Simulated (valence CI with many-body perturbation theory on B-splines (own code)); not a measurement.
## Er XXXVI: key properties

Computed by relativistic CI+MBPT: five valence electrons over a frozen Dirac-Fock core [Ar] 3d10, radial functions for each j: 9 s, 9 p, 8 d, 6 f, 3 g, 1 h, with the one-electron correlation potential Σ1, the two-electron term Σ2, the three-electron term Σ3, Breit, model QED; selected CI, second order for the rest (own B-spline code, finite nucleus).

The last digits are not significant, and no measured levels were compared; by estimate large intervals hold to a few tenths of a per cent, small ones and those within an open d or f shell to about a per cent. Among the levels kept, up to 300 cm⁻¹ of a level comes from second order outside the variational space, and about a tenth of that is noise between levels of different J, which matters for small intervals.

Levels are named by their leading jj configuration (3d3/2^4 stands for four electrons in 3d with j = 3/2), which in mixed levels can hold well under half, so a name can repeat and another be missing.

Rates and lifetimes use the calculated energies. Strong lines usually hold to 10 to 20 %, long lifetimes can be off by a factor of two.

What is the ground level?

(4s^2 4p1/2^2 4p3/2) J=3/2, composition 45 % 4s2 4p3 2P° + 28 % 4s2 4p3 4S° + 26 % 4s2 4p3 2D°, g = 1.382.

How well does LS coupling describe the low levels?

Among the lowest 20 levels the leading LS term, summed over configurations, holds 53 % on average. For single configurations the figures are 49 % in LS and 86 % in jj coupling. Terms mix most in the J = 5/2 level at 153.37 eV, where the leading one holds 26 %.

Where does the other parity begin?

At (4s^2 4p1/2^2 4d3/2) J=3/2, 131.88 eV.

Name the longest-lived excited levels whose lifetime is computed, and their main decay.

(4s^2 4p1/2 4p3/2 4d3/2) J=7/2 at 191.92 eV lives 4.62 μs, mostly by E1 to (4s^2 4p1/2 4p3/2^2) J=5/2; (4s^2 4p1/2 4p3/2^2) J=5/2 at 59.69 eV lives 2.88 μs, mostly by M1 to (4s^2 4p1/2^2 4p3/2) J=3/2; (4s^2 4p1/2 4p3/2^2) J=1/2 at 65.72 eV lives 800 ns, mostly by M1 to (4s^2 4p1/2^2 4p3/2) J=3/2. The lifetime of (4s^2 4p1/2 4p3/2 4d5/2) J=9/2 is too uncertain to give, and may be longer.

What is the ionisation energy?

1517.8 eV; NIST lists 1516 ± 5 eV (theoretical).

Among levels below 293.83 eV, which E1 lines absorb most strongly from the ground level?

to (4s^2 4p1/2 4p3/2 4d3/2) J=5/2 at 6.069 nm, f = 0.715; to (4s^2 4p1/2 4p3/2 4d3/2) J=3/2 at 6.047 nm, f = 0.629; to (4s^2 4p1/2^2 4d5/2) J=5/2 at 8.084 nm, f = 0.289.

What are the static dipole polarisabilities of the lowest levels?

(4s^2 4p1/2^2 4p3/2) J=3/2 0.0565 (tensor 0.0038); (4s^2 4p1/2 4p3/2^2) J=3/2 0.0631 (tensor 0.00067); (4s^2 4p1/2 4p3/2^2) J=5/2 0.0628; (4s^2 4p1/2 4p3/2^2) J=1/2 0.0627 bohr³, of which the core gives 0.00326.
